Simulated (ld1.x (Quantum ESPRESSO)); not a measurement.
What one change does to a pseudopotential (Ag (Z = 47), TM semilocal)

Ag (Z = 47), norm-conserving Troullier–Martins (semilocal form), made with ld1.x (Quantum ESPRESSO) 7.5 (revPBE, scalar-relativistic). Core [Ar] 3d10, reference 4s2 4p6 4d10 5s0.5 5p0.5. Waves: 4s (bound): rc 1.05 bohr; 4d (bound): rc 2.00 bohr; 4p (bound): rc 1.40 bohr. Local part: the p channel. Core correction: none.

Occupied shells without a wave of their own: 5p, 5s. They enter only through the test configuration that unscreens the potential.

Change: core correction a·sin(br)/r model core inside 0.46 bohr (5p, 5s counted twice).

Cutoffs: the cutoffs (Ry, on a coarse ladder) from which the occupation-weighted sum of valence levels, in a spherical-Bessel basis at the reference potential, stays within 10 and 1 mRy of its value at 400 Ry; they do not see the model core or the augmentation charge, which bear on the density cutoff. Errors are all-electron minus pseudo energies relative to the spin-unpolarised reference configuration.

Q: What does the change do?

A: The potential gets neither clearly harder nor softer (140 Ry and 230 Ry → 140 Ry and 230 Ry); of the 7 tests that both files solve, the error grows in 6 and shrinks in 0 by more than 15 % and 0.3 meV (median size 136.0 → 170.0 meV); neither file shows a bound ghost. A semilocal file is local in each channel, so a ghost entry of none says nothing of the separable form that plane-wave codes build from it. In the changed file ld1.x takes every shell without a wave as core, so the model core holds the 5p, 5s electrons as well and exchange and correlation see them twice. This cancels in the reference configuration, but the file is broken for other ones, and its errors say nothing about a proper core correction. A model core, the more so a compact one, raises the density cutoff, which this test does not measure.

| quantity | base | changed |
| --- | --- | --- |
| cutoff, loose | 140 Ry | 140 Ry |
| cutoff, tight | 230 Ry | 230 Ry |
| bound ghosts | none | none |
| largest miss of a reference level, eV | 0.14 | 0.14 |
| error for 4s2 4p6 4d10 5s1 5p0, meV [ΔE -1.85 eV] | +49 | +50 |
| error for 4s2 4p6 4d10 5s0 5p0, meV [ΔE 5.77 eV] | -136 | -170 |
| error for 4s2 4p6 4d9 5s0 5p0, meV [ΔE 27.79 eV] | -256 | -350 |
| error for 4s2 4p6 4d7 5s0 5p0, meV [ΔE 115.55 eV] | -537 | -774 |
| error for 4s2 4p6 4d8 5s0 5p0, meV [ΔE 63.90 eV] | -405 | -570 |
| error for 4s2 4p5 4d10 5s1 5p0, meV [ΔE 63.33 eV] | -90 | -106 |
| error for 4s2 4p6 4d10 5s0.5 5p0, meV [ΔE 1.10 eV] | -32 | -39 |
| s: phases at 2.21 bohr within 0.05 rad from the reference energy up to (Ry; the scan ends near 5) | -0.4 | -0.4 |
| p: phases at 2.21 bohr within 0.05 rad from the reference energy up to (Ry; the scan ends near 5) | 0.4 | 0.4 |
| d: phases at 2.21 bohr within 0.05 rad from the reference energy up to (Ry; the scan ends near 5) | 2.2 | 2.2 |

Base: The 5p, 5s levels have no wave, so the channel is fitted at the deeper level alone: the likely source of the large errors.
